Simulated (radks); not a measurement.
Charge is removed step by step from the 5s1/2 level of Pt2+, starting from [Xe] 4f14 5d8. Method: Dirac Kohn-Sham, BLYP, spin-unpolarised, spherical densities, finite nucleus; open shells fill j = l - 1/2 first; Fermi nuclear charge, rms radius 5.427 fm; computed with a radial shooting solver on a logarithmic mesh with Libxc functionals.

\begin{tabular}{lrrr}
removed (e) & E - E(0) (eV) & eigenvalue (eV) & E minus straight line (eV) \\ \hline
0 & 0.000 & -122.21 & 0.000 \\
0.1 & 12.303 & -123.85 & -0.761 \\
0.2 & 24.771 & -125.51 & -1.358 \\
0.3 & 37.405 & -127.18 & -1.787 \\
0.4 & 50.208 & -128.87 & -2.049 \\
0.5 & 63.181 & -130.58 & -2.141 \\
0.6 & 76.324 & -132.30 & -2.061 \\
0.7 & 89.641 & -134.04 & -1.808 \\
0.8 & 103.13 & -135.79 & -1.382 \\
0.9 & 116.80 & -137.55 & -0.779 \\
1 & 130.64 & -139.33 & 0.000 \\
\end{tabular}

Removing the whole electron costs 130.64 eV by Delta-SCF, against 122.21 eV from minus the eigenvalue at the starting occupation. Slater's transition state (half an electron removed) gives 130.58 eV. Integrating minus the eigenvalue over the occupation (Janak's theorem) gives 130.64 eV. The mean slope of the eigenvalue, de/dn, is 17.1 eV per electron.
